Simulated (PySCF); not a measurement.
**Two-component Hartree-Fock for Mg⁴⁺ (magnesium, charge +4)**

Start: [He] 2s2 2p4; 2p1/2 filled at m_j = -1/2, +1/2; 2p3/2 filled at m_j = +1/2, +3/2. Calculated with PySCF 2.14 in an even-tempered Gaussian basis (19 s from 0.32 bohr⁻², ratio 2.4; 12 p from 0.41 bohr⁻², ratio 2.4; 5 d from 3.3 bohr⁻², ratio 2.6; 5 f from 4.9 bohr⁻², ratio 2.6): generalised Hartree-Fock with the X2C-1e Hamiltonian and a Gaussian nucleus; one run each with spin-orbit coupling (SO) switched off, then screened by Boettger's factors.

```tsv
spinor shell	electrons	ε, spin-free (eV)	ε, screened SO (eV)	weight of nominal j (screened SO)	rms radius, screened SO (bohr)
1s1/2	2	-1435.0	-1435.0	1.000	0.151
2s1/2	2	-180.15	-180.14	1.000	0.705
2p3/2	2	-147.70	-150.07	0.829	0.667
2p1/2	2	-147.70	-145.36	0.678	0.675
```

```json
{"quantity": "E (hartree)", "spin-free": "-192.29490", "screened SO": "-192.29919"}
{"quantity": "M_J", "spin-free": "2", "screened SO": "2"}
{"quantity": "⟨J²⟩", "spin-free": "6.002", "screened SO": "6.002"}
{"quantity": "⟨L²⟩", "spin-free": "2.001", "screened SO": "2.005"}
{"quantity": "⟨S²⟩", "spin-free": "2.001", "screened SO": "1.999"}
```

Each row is a mean over spinors that exchange with the open shell spreads, by up to 16.225 eV (2s1/2).

Rows whose weight is well below 1 are mixtures of j = l ± 1/2: exchange outweighs spin-orbit coupling there, and the label is only the starting occupation.

Without spin-orbit coupling the j labels of p, d and f shells carry no meaning; the spin-free column gives the mean over the occupied spinors of each nl shell.
